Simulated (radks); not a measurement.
The numbers below are computed, except where a source is named.
Q: Mean orbital radii <r> (bohr) of neutral thulium, [Xe] 4f13 6s2, of relativity; Dirac values are averaged over j with weights 2j + 1. Spin-unpolarised spherical Kohn-Sham, PBE, point nucleus unless stated (finite: rms radius 5.2256 fm), a radial shooting solver on a logarithmic mesh with Libxc functionals. A level marked "c x" has the speed of light scaled by that factor and shares open shells by 2j + 1; other Dirac levels either fill j = l - 1/2 first or share by 2j + 1.

| shell | non-rel. |
|---|---|
| 2s | 0.09314 |
| 2p | 0.07888 |
| 3s | 0.2383 |
| 3p | 0.2282 |
| 3d | 0.2011 |
| 4s | 0.5362 |
| 4p | 0.5469 |
| 4d | 0.5740 |
| 5s | 1.342 |
| 5p | 1.528 |
| 4f | 0.7651 |
| 6s | 4.286 |

Give the values at the level "Dirac, 2j+1 shares, finite nucleus".

A: 
shell  Dirac, 2j+1 shares, finite nucleus  change of magnitude (%)
2s                                0.08430                    -9.49
2p                                0.07500                    -4.92
3s                                 0.2205                    -7.47
3p                                 0.2195                    -3.80
3d                                 0.1999                    -0.63
4s                                 0.4978                    -7.17
4p                                 0.5274                    -3.55
4d                                 0.5719                    -0.36
5s                                  1.231                    -8.21
5p                                  1.472                    -3.69
4f                                 0.8128                    +6.23
6s                                  3.972                    -7.32
